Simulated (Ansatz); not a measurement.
Mulliken charges of CH₅GaO₂S, SMILES `C[O][Ga]([OH])[SH]` from B3LYP/def2-TZVPP in Ansatz (PBE0-D4/def2-TZVP geometry).

| atom | x (Å) | y (Å) | z (Å) | charge (e) |
| --- | --- | --- | --- | --- |
| C1 | -0.635 | -1.483 | -0.336 | -0.119 |
| O2 | 0.052 | -0.356 | -0.819 | -0.395 |
| Ga3 | 0.454 | 1.043 | 0.208 | 0.596 |
| O4 | -0.032 | 1.108 | 1.919 | -0.411 |
| S5 | 1.548 | 2.703 | -0.674 | -0.235 |
| H6 | -1.026 | -2.044 | -1.190 | 0.104 |
| H7 | 0.025 | -2.152 | 0.231 | 0.095 |
| H8 | -1.489 | -1.224 | 0.305 | 0.073 |
| H9 | -0.490 | 0.321 | 2.224 | 0.174 |
| H10 | 1.593 | 2.085 | -1.867 | 0.119 |

Task: By hand: the dipole of these point charges (1 e Å = 4.8032 D).

Result: Σ q r = (-0.134, -0.354, -0.058) e Å, of length 0.383 e Å = 1.84 D.

Task: How does the dipole of the full density compare? (Estimate.)

Result: The calculation gave: (-0.180, -0.404, -0.023) e Å, 2.13 D; the point charges give 0.86 times that, at 7° from its direction.

Point charges leave out the atoms' own dipoles, such as those of lone pairs, and Mulliken's split depends on the basis, so the close match here is no proof of good charges.

B3LYP here is the variant with VWN-RPA as its local correlation; programs differ in this.
